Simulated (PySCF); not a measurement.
## Computed properties of Si(H)(SiH3) (H4Si2), SMILES [SiH][SiH3]

H₄Si₂, SMILES [SiH][SiH3] (connectivity only; charge and spin as stated), neutral, multiplicity 1. Geometry optimised at PBE0-D3(BJ)/def2-TZVP. The isomer is the one that the SMILES or the coordinates give; other isomers of the formula were not compared. One conformer was computed; it need not be the lowest. All values are computed for the isolated molecule unless a solvent is named; none is compared with measurement here.

**Structure.** All 12 harmonic modes at PBE0-D3(BJ)/def2-TZVP (PySCF) are real, so it is a minimum.

**Vibrations.** The strongest infrared lines (harmonic, unscaled, degenerate partners summed) lie at 849 cm⁻¹ (188 km/mol, H 91 %, Si 9 %), 2040 cm⁻¹ (157 km/mol, H 97 %), 2214 cm⁻¹ (109 km/mol, H 96 %). The softest mode is at 63 cm⁻¹ and the zero-point energy is 19.0 kcal/mol.

**Electronic structure.** HF/def2-TZVPD (PySCF) places the frontier levels at -8.82 and -0.14 eV, a gap of 8.68 eV, and gives a dipole moment of 0.22 D and a mean polarisability of 64.8 bohr³. PBE/def2-TZVPD (PySCF) at the same geometry gives -5.71 and -4.25 eV, so its gap is 7.22 eV narrower. An orbital gap is neither the optical nor the fundamental gap.

**Excitations.** TDDFT-ωB97X/def2-TZVPD (PySCF) has S1 at 1.84 eV (675 nm, f = 0.005, weak); the most intense of the 10 singlets computed lies at 6.22 eV (f = 0.35). T1 (TDA) is at 0.92 eV. TDDFT-PBE/def2-TZVPD (PySCF) puts S1 at 1.84 eV.

**NMR.** GIAO shifts at B3LYP/pcSseg-2 (PySCF) (non-relativistic, atoms alike by connectivity averaged): ¹H from 4.3 to 20.1 ppm against TMS; ²⁹Si from -82.1 to 1129.3 ppm against TMS.

**Solvation.** SMD-B3LYP/6-31G* (PySCF) gives 0.3 kcal/mol in water, -2.2 kcal/mol in acetone, -1.9 kcal/mol in chlorobenzene (1 M in both phases, gas-phase geometry); of these solvents acetone holds the molecule best.
